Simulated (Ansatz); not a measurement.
`FC[CH2][GeH2][F]` and `FCCF` differ in one atom or group.

Ansatz, PBE0-D4/def2-TZVP geometries, multiplicity 1. Each molecule was computed in one conformer, which needn't be the lowest.

Scalar relativity is left out up to krypton.

| property | `FC[CH2][GeH2][F]` |
| --- | --- |
| HOMO energy (PBE/def2-TZVPP) / eV | -7.65 |
| size of the dipole moment (PBE/def2-TZVPP) / D | 2.00 |
| size of the dipole moment (ωB97M-V/def2-TZVPP) / D | 2.18 |
| size of the dipole moment (B3LYP/def2-TZVPP) / D | 2.16 |
| HOMO–LUMO gap (B3LYP/def2-TZVPP) / eV | 8.68 |
| HOMO–LUMO gap (ωB97M-V/def2-TZVPP) / eV | 13.24 |

What does the change do to each property? (An estimate is asked.)

The calculation gave: 
| property | `FCCF` | shift |
| --- | --- | --- |
| HOMO energy (PBE/def2-TZVPP) / eV | -7.75 | -0.10 |
| size of the dipole moment (PBE/def2-TZVPP) / D | 2.43 | 0.43 |
| size of the dipole moment (ωB97M-V/def2-TZVPP) / D | 2.61 | 0.43 |
| size of the dipole moment (B3LYP/def2-TZVPP) / D | 2.62 | 0.46 |
| HOMO–LUMO gap (B3LYP/def2-TZVPP) / eV | 10.36 | 1.68 |
| HOMO–LUMO gap (ωB97M-V/def2-TZVPP) / eV | 14.86 | 1.62 |

With PBE0 the HOMO falls by 0.41 eV and the LUMO rises by 1.38 eV, so the gap widens by about 1.79 eV. PBE moves the HOMO by -0.10 eV and ωB97M-V by -0.60 eV. Dipoles are sizes alone; their direction can turn.

B3LYP here is the variant with VWN-RPA as its local correlation; programs differ in this.
